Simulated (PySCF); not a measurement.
# Diatomic cations of Br with group 15

PBE0 with triple-zeta basis sets in PySCF, for the lowest determinant that a PBE0 search found; no spin–orbit coupling. De refers to high-spin ground-configuration atoms (the charge goes to the atom of lower measured ionisation energy or higher electron affinity, which is not always the lowest computed limit). A positive dipole points towards Br; it is taken about the centre of mass and depends on that origin.

| M | basis | charged atom | state (unpaired electrons) | Re (Å) | ωe (cm⁻¹) | De (eV) | μ (D) |
| --- | --- | --- | --- | --- | --- | --- | --- |
| P | def2-TZVPPD | P+ | doublet (π ↑) | 2.055 | 554 | 4.46 | -3.03 |
| As | def2-TZVPPD | As+ | doublet (π ↑) | 2.180 | 392 | 3.92 | -2.08 |
| Sb | def2-TZVPPD | Sb+ | doublet (π ↑) | 2.378 | 317 | 3.43 | -2.59 |

The shortest bond is that of PBr⁺ (2.055 Å), the longest that of SbBr⁺ (2.378 Å). PBr⁺ is bound most strongly (4.46 eV) and SbBr⁺ least (3.43 eV).

Down a group the atoms grow and get heavier, so bonds lengthen and wavenumbers fall; this series shows no clear exception.

These are scalar-relativistic numbers at best; spin–orbit coupling would shift them, the dissociation energy most. For an ion De counts to the pair picked by the measured ionisation energies or electron affinities, which need not be the lowest pair at this level. States were picked by a PBE0 search and need not be the measured ground states.
